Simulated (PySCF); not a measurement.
ZnFBr, SMILES [Zn]([F])[Br].

Coordinates come from a B3LYP-D3(BJ)/def2-TZVP optimisation.

All values below come from TDA-B3LYP/def2-SVPD (PySCF).

Vertical excitations; the highest root listed may be one member of a degenerate set. Isolated molecule, no solvent. State labels are in the subgroup C2v.

```
state  symmetry  energy (eV)  λ (nm)      f                                                main pairs
-----  --------  -----------  ------  -----  --------------------------------------------------------
S1           B2         5.21     238  0.019                                HOMO→LUMO (degenerate set)
S2           B1         5.21     238  0.019                              HOMO−1→LUMO (degenerate set)
S3           B1         6.75     184  0.025                              HOMO−4→LUMO (degenerate set)
S4           B2         6.75     184  0.025                              HOMO−3→LUMO (degenerate set)
S5           A2         6.87     180  0.000                      HOMO→LUMO+1 50 %, HOMO−1→LUMO+2 50 %
S6           A1         6.91     179  0.000               HOMO→LUMO+2, HOMO−1→LUMO+1 (degenerate set)
S7           A2         6.91     179  0.000               HOMO−1→LUMO+2, HOMO→LUMO+1 (degenerate set)
S8           A1         6.93     179  0.016    HOMO−2→LUMO 48 %, HOMO−1→LUMO+1 26 %, HOMO→LUMO+2 26 %
S9           A1         7.98     155  0.041  HOMO−5→LUMO 74 %, HOMO−4→LUMO+1 12 %, HOMO−3→LUMO+2 12 %
S10          B2         8.39     148  0.069                                          HOMO→LUMO+3 96 %
T1           B2         4.86     255      0                                HOMO→LUMO (degenerate set)
T2           B1         4.86     255      0                              HOMO−1→LUMO (degenerate set)
T3           A1         6.25     198      0                                          HOMO−2→LUMO 86 %
T4           B1         6.37     195      0                                          HOMO−4→LUMO 98 %
```
Triplets are in the Tamm–Dancoff approximation.
